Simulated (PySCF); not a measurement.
## What binds MnH: the parts of the energy along the bond

State: ⁷Σ⁺, septet, unpaired electrons σ ↑↑, π ↑↑, δ ↑↑. ROHF-based CCSD(T) in PySCF 2.14 with Mn cc-pVTZ, H cc-pVTZ and Mn cc-pVQZ, H cc-pVQZ (frozen core orbitals: 9; no relativity). Correlation energies are extrapolated as n⁻³ (n = 3, 4), Hartree–Fock as (n+1)·exp(−9√n). CV is the change on freezing 5 orbitals instead, in Mn cc-pwCVTZ, H cc-pVTZ. SR is the spin-free X2C energy in Mn cc-pVTZ-DK, H cc-pVTZ-DK less the non-relativistic one in Mn cc-pVTZ, H cc-pVTZ. All energies in eV from Mn (3d5 4s2) + H.

```csv
R (Å),HF/CBS,CCSD corr.,(T),CV,SR,total
1.5326,-1.173,-0.320,0.0273,0.0055,0.0231,-1.436
1.6022,-1.377,-0.268,0.0301,0.0136,0.0284,-1.573
1.6719,-1.501,-0.226,0.0322,0.0204,0.0330,-1.641
1.7415,-1.560,-0.192,0.0338,0.0260,0.0369,-1.655
1.8112,-1.569,-0.165,0.0348,0.0307,0.0401,-1.628
1.8983,-1.526,-0.140,0.0354,0.0352,0.0432,-1.553
1.9854,-1.439,-0.125,0.0350,0.0385,0.0454,-1.444
```

A fit to the total gives Re = 1.7281 Å, De = 1.656 eV, ωe = 1557.7 cm⁻¹, Be = 5.704 cm⁻¹ (masses 54.9380 and 1.0078 u).

Question: At R = 1.7415 Å the CCSD correlation energy is -0.141455 hartree in the smaller basis and -0.150415 in the larger. Extrapolate it.

Answer: (4³·E4 − 3³·E3)/(4³ − 3³) = -0.15695 hartree; the larger basis holds 95.8 % of it.

The T1 diagnostic is 0.025. Spin–orbit coupling, excitations beyond (T) and corrections to the Born–Oppenheimer picture are left out.
